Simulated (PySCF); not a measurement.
These are PySCF with TPSSh-D3(BJ)/def2-TZVP // BP86-D3(BJ)/def2-SVP values and carry that method's errors. Isolated molecules, 0 K electronic values unless said otherwise. One relaxed conformer stands for a flexible species; it need not be the lowest. 

Reference species: [Ta(Cl)5] (neutral, multiplicity 1).

The HOMO–LUMO gap is 4.27 eV, the coordination number is 5 and the HOMO is -8.51 eV.

Changed species: [Ta(Cl)2(OH)3] (3 of 5 Cl replaced by OH; the reference has 0 of 5 Cl replaced by OH).

Question: What does the change do to the HOMO–LUMO gap, coordination number and HOMO?

Answer: the HOMO–LUMO gap rises by 1.22 eV, to 5.49 eV; the coordination number is nearly the same; the HOMO increases by 0.79 eV, to -7.72 eV.
